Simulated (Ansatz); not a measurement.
Reaction (formal exchange of groups at a Te–C bond): `C#CC[TeH]` + `C#COCC` → `C#C[TeH]` + `C#CCOCC`

Calculated with Ansatz (gas phase, PBE0-D4/def2-TZVP geometries, no zero-point term in ΔE). CCSD(T)/CBS adds triple-zeta CCSD(T) − MP2 to the extrapolated MP2 energy (def2 sets, frozen cores). DFT in def2-TZVPP. B3LYP here is the variant with VWN-RPA as its local correlation; programs differ in this. def2 core potentials past Kr. For Te outer-core shells are correlated without core-valence functions, which leaves a few kJ/mol of doubt a bond. Each species was taken in one conformer, which may not be the lowest.

`C#CC[TeH]`:

```xyz
8

C     1.047    1.779   -0.646
C     0.345    0.923   -0.181
C    -0.474   -0.130    0.356
Te    0.257   -2.034   -0.390
H     1.662    2.547   -1.050
H    -0.421   -0.162    1.443
H    -1.511   -0.030    0.038
H    -0.904   -2.892    0.431
```

`C#COCC`:

```xyz
11

C    -0.703    0.284   -2.418
C    -0.539   -0.403   -1.448
O    -0.380   -1.167   -0.420
C     0.556   -0.677    0.569
C     0.028    0.537    1.285
H    -0.858    0.879   -3.284
H     0.690   -1.521    1.244
H     1.504   -0.470    0.065
H    -0.141    1.358    0.584
H    -0.911    0.312    1.794
H     0.755    0.868    2.030
```

`C#C[TeH]`:

```xyz
5

C    -1.366   -0.235    0.042
C    -0.233    0.120   -0.167
Te    1.608    0.807   -0.627
H    -2.363   -0.556    0.235
H     2.353   -0.137    0.517
```

`C#CCOCC`:

Cartesian coordinates in Å:
```
C -2.527 1.544 -0.376
C -1.998 0.487 -0.168
C -1.353 -0.800 0.085
O -0.029 -0.871 -0.369
C 0.852 -0.023 0.337
C 2.238 -0.205 -0.222
H -2.997 2.480 -0.565
H -1.902 -1.588 -0.438
H -1.407 -1.019 1.163
H 0.826 -0.277 1.408
H 0.526 1.021 0.239
H 2.946 0.435 0.308
H 2.564 -1.242 -0.120
H 2.261 0.059 -1.281
```

```
             level  ΔE (kcal/mol)  difference from CCSD(T)/CBS
            PBE-D4            0.3                          3.9
         r2SCAN-D4           -0.8                          2.8
           PBE0-D4           -0.3                          3.3
          B3LYP-D4           -0.7                          2.9
           ωB97X-V           -2.6                          1.0
           ωB97M-V           -2.6                          1.0
             B3LYP           -1.2                          2.4
     HF/def2-TZVPP           -3.7                         -0.1
    MP2/def2-TZVPP           -3.3                          0.3
SCS-MP2/def2-TZVPP           -4.3                         -0.7
   CCSD/def2-TZVPP           -4.4                         -0.8
CCSD(T)/def2-TZVPP           -4.3                         -0.7
     HF/def2-QZVPP           -3.7                         -0.1
SCS-MP2/def2-QZVPP           -4.0                         -0.4
      HF/CBS(def2)           -3.7                         -0.1
    CCSD/CBS(def2)           -3.7                         -0.1
       CCSD(T)/CBS           -3.6                            0
```

Largest T1 diagnostic among the species: 0.012.
